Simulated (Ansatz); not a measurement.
Species: sum formula TiO3H3, net charge 1, singlet state. The spin state was set by rule; other spins were not relaxed. 
Geometry from a B3LYP-D3(BJ)/def2-TZVP (Ansatz, a quantum-chemistry and plane-wave program) optimisation:
```
Ti
O 1 1.7392
H 2 0.9673 1 153.54
O 1 1.7392 2 115.85 3 3.68
H 4 0.9673 1 153.54 2 -136.93
O 1 1.7392 2 115.85 3 -136.93
H 6 0.9673 1 153.54 2 3.68
```
Charge +1, spin multiplicity 1.

Wanted: vertical ionisation energy (to the doublet state of charge +2; each state is the SCF solution reached for its spin; the molecule has degenerate orbitals, so one determinant may break the symmetry; for the doublet T1 is 0.070; for the singlet T1 is 0.027), in eV. Correlated levels leave the core frozen unless marked. UHF or UKS for open shells. No spin-orbit coupling. Frozen are the shells of the preceding noble gas and the d and f shells that filled before the atom's block. No relativistic terms. 

| level | program | vertical ionisation energy (eV) |
|---|---|---|
| HF/def2-SVPD | Ansatz | 16.64 |
| PBE0/def2-TZVPD | Ansatz | 17.31 |
| MP2/def2-SVPD | Ansatz | 17.92 |
| SCS-MP2/def2-SVPD | Ansatz | 17.83 |
| CCSD/def2-SVPD | Ansatz | 17.67 |
| CCSD(T)/def2-SVPD | Ansatz | 17.45 |
